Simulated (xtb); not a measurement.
CH₆InN, SMILES [InH]([CH3])[NH2]. All values are semi-empirical tight-binding results from xtb (GFN2-xTB unless named), good for trends rather than for accurate numbers. The structure is a stationary point at GFN2-xTB. The values are those of a single conformer.

Optimised geometry:

```xyz
9

In    -0.1699    -0.1448    -0.1690
H     -1.3239    -1.0618    -1.0782
C      0.4238     1.9638    -0.4844
H      1.0689     2.0603    -1.3554
H      0.9684     2.2631     0.4102
H     -0.4483     2.6012    -0.6145
N      0.5122    -1.0931     1.4983
H      1.4197    -0.7911     1.8353
H      0.5121    -2.1067     1.5023
```

For metal compounds this method's bond lengths and energies can be far off.

Task: Estimate the properties. (An estimate is asked for; the answer gives what the named calculation found.)

Result: 
```json
{
 "orbital_gap": "3.42 eV",
 "zero_point_energy": "38.7 kcal/mol",
 "G − E(el) at 298.15 K (modified RRHO)": "19.3 kcal/mol"
}
```

Computed atomic charges and the Wiberg bond orders between heavy atoms:
charges (e) In1 0.15, H2 -0.08, C3 -0.16, H4 0.06, H5 0.07, H6 0.06, N7 -0.42, H8 0.16, H9 0.16. Bond orders In1–C3 0.83, In1–N7 1.04.
